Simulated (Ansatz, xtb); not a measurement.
## Relative energy of two conformers of GeH2OS−

Structure X: the doublet with the links of `[OH][GeH][S-]`. Structure Y: the doublet with the links of `[OH][GeH][S-]`. Both are isolated ions in the gas phase, relaxed with PBE0-D3(BJ)/def2-SVPD.

X (Å):

```xyz
5

Ge    0.4699   -0.3682    0.0625
O    -0.6667   -0.2316    1.5265
S     0.8280   -2.4294   -0.4099
H     1.7177    0.4324    0.6290
H    -1.0659   -1.1044    1.6159
```

Y (Å):

```csv
atom,x (Å),y (Å),z (Å)
Ge,0.6178,-0.9568,-0.1338
O,0.5575,-0.5963,1.6975
S,2.3282,-0.1075,-1.0830
H,-0.3485,-0.7161,1.9978
H,-0.7718,-0.3061,-0.5781
```

Energies in hartree; the thermal terms are from PBE0-D3(BJ)/def2-SVPD harmonic frequencies (ideal gas, rigid rotor, one conformer each, 298.15 K, 1 atm) and include the zero-point energy:

```
                                X            Y
E, CCSD(T)/def2-SVPD  −2549.160733  −2549.155487
    E, MP2/def2-SVPD  −2549.125425  −2549.120010
  E, MP2/def2-TZVPPD  −2549.712144  −2549.706617
   zero-point energy      0.021270      0.020761
        H(298 K) − E      0.026891      0.026648
        G(298 K) − E     −0.007878     −0.008869
```

Correct the CCSD(T) difference for the basis set by the MP2 change, then work out ΔE, ΔE₀, ΔH and ΔG for X → Y in kJ/mol (1 Eh = 2625.50 kJ/mol) and the equilibrium ratio [Y]/[X].

1. Differences Y − X: CCSD(T) +0.005246, MP2 in the small set +0.005415, MP2 in the large set +0.005527 Eh.
2. ΔE = +0.005246 + (+0.005527 − (+0.005415)) = +0.005358 Eh = +14.07 kJ/mol.
3. ΔE₀ = ΔE + ΔZPE = +0.005358 + (−0.000509) Eh = +12.73 kJ/mol.
4. ΔH = ΔE + (−0.000243) Eh = +13.43 kJ/mol.
5. ΔG = ΔE + (−0.000991) Eh = +11.47 kJ/mol, so ΔS = (ΔH − ΔG)/T = +6.6 J/(mol K).
6. kT = 0.9442 mEh, so K = [Y]/[X] = exp(−ΔG/kT) = exp(−4.63) ≈ 0.0098.

Structure X is favoured at this temperature. An error of 4 kJ/mol in ΔG would change K by a factor of 5. Mirror images and further conformers aren't counted.

Other levels gave ΔE = +14.8 (PBE0-D3(BJ)/def2-SVPD); +15.0 (HF/def2-SVPD); +14.2 (MP2/def2-SVPD); +13.8 (CCSD(T)/def2-SVPD) kJ/mol. Open shells are spin-unrestricted. The correlated steps freeze 15 core orbitals; the filled d shell of Ge is correlated, in a basis made for valence electrons. Programs: Ansatz 0.2.0.
